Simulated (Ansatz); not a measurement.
CH5AlOS, SMILES `C[S][AlH][OH]`, 9 atoms. The species carries charge 0 and has multiplicity 1. All runs use 2 threads of an Arm Neoverse V1 on a shared host. Correlated methods freeze the cores.

Q: Give the basis size and wall time and peak host memory of each of these runs in Ansatz. RKS PBE0-D4/def2-TZVP frequencies; direct RPA on PBE orbitals/def2-TZVPP energy; RKS PBE0-D4/def2-TZVP relaxation (5 steps); RKS PBE0-D4/def2-SVP energy; RKS ωB97M-V/def2-QZVPP energy; RKS PBE0-D4/def2-QZVPP energy; RHF-CCSD(T)/def2-SVP energy; RKS r2SCAN0-D4/def2-TZVPP energy; RKS r2SCANh-D4/def2-TZVPP energy; RKS ωB97M-V/def2-TZVPP energy and forces; RKS CAM-B3LYP-D4/def2-TZVPP energy; RKS ωB97M-V/def2-SVP energy. (Best estimate.)

A: Computed: Other jobs shared the machine, so times are rough.

| level | job | functions | wall time | peak host memory (GiB) |
| --- | --- | --- | --- | --- |
| RKS PBE0-D4/def2-SVP | energy | 89 | 1.5 s | 0.16 |
| RHF-CCSD(T)/def2-SVP | energy | 89 | 3.2 s | 0.27 |
| RKS CAM-B3LYP-D4/def2-TZVPP | energy | 216 | 6 s | 0.5 |
| RKS ωB97M-V/def2-SVP | energy | 89 | 7.5 s | 0.25 |
| direct RPA on PBE orbitals/def2-TZVPP | energy | 216 | 8 s | 0.45 |
| RKS r2SCAN0-D4/def2-TZVPP | energy | 216 | 8 s | 0.47 |
| RKS r2SCANh-D4/def2-TZVPP | energy | 216 | 8.5 s | 0.46 |
| RKS PBE0-D4/def2-QZVPP | energy | 404 | 12 s | 1.1 |
| RKS ωB97M-V/def2-TZVPP | energy and forces | 216 | 16 s | 0.65 |
| RKS PBE0-D4/def2-TZVP | relaxation (5 steps) | 166 | 26 s | 0.36 |
| RKS ωB97M-V/def2-QZVPP | energy | 404 | 27 s | 1.3 |
| RKS PBE0-D4/def2-TZVP | frequencies | 166 | 2.5 min | 0.36 |
